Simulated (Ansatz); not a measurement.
`[Cl][Al]([Cl])[SeH]` + `N=C=O` → `O=C=[N][Al]([Cl])[Cl]` + H₂Se at 600 K and 1 bar (ligand exchange at the Al–Se bond).

Calculated with Ansatz (gas phase, PBE0-D4/def2-TZVP geometries, no zero-point term in ΔE). CCSD(T)/CBS is the MP2 limit (def2-TZVPP, def2-QZVPP) plus CCSD(T) − MP2 in def2-TZVPP, frozen cores. This one scheme is used for every species. For Se outer-core shells are correlated without core-valence functions, which leaves a few kJ/mol of doubt a bond. Scalar relativity is left out up to krypton. One conformer a species, not always the lowest.

```tsv
species	CCSD(T)/CBS energy (Eh)	H − E (kJ/mol)	S (J/(mol·K))
`[Cl][Al]([Cl])[SeH]`	-3563.06769	77.4	416.0
`N=C=O`	-168.51995	83.3	274.5
`O=C=[N][Al]([Cl])[Cl]`	-1329.69600	98.4	444.5
H₂Se	-2401.89790	57.0	244.8
```

H − E and S are ideal-gas, rigid-rotor, harmonic terms from PBE0-D4/def2-TZVP, for one conformer and one mirror image of each species. 1 Eh = 2625.50 kJ/mol, R = 8.31446 J/(mol·K).

Task: By hand: ΔE, ΔH, ΔS and ΔG.

Result: ΔE = (-1329.69600) + (-2401.89790) − (-3563.06769) − (-168.51995) = -0.00626 Eh = -16.4 kJ/mol. Δ(H − E) = 98.4 + 57.0 − 77.4 − 83.3 = -5.3, so ΔH = -21.7 kJ/mol. ΔS = 444.5 + 244.8 − 416.0 − 274.5 = -1.2 J/(mol·K). ΔG = -21.7 − 600 × (-1.2)/1000 = -21.0 kJ/mol.

Task: By hand: the equilibrium constant, and the temperature at which ΔG would vanish if ΔH and ΔS stayed fixed.

Result: log₁₀ K = −ΔG/(RT ln 10) = 1.8. ΔG = 0 at ΔH/ΔS = 18083 K, far beyond where these terms or the molecules hold.

The number of gas molecules stays the same, so ΔS is small and ΔH decides. A doubt of 5 kJ/mol in ΔE shifts log₁₀ K by 0.4 here. Other conformers and mirror images would add mixing entropy, several J/(mol·K) or more a flexible species. Modes under 60 cm⁻¹, often nearly free rotors, make the harmonic entropy too high. These are equilibria of isolated gas molecules and say nothing of rates. Largest T1 diagnostic: 0.018 (customary marks: 0.02 for closed shells, 0.045 for open ones).
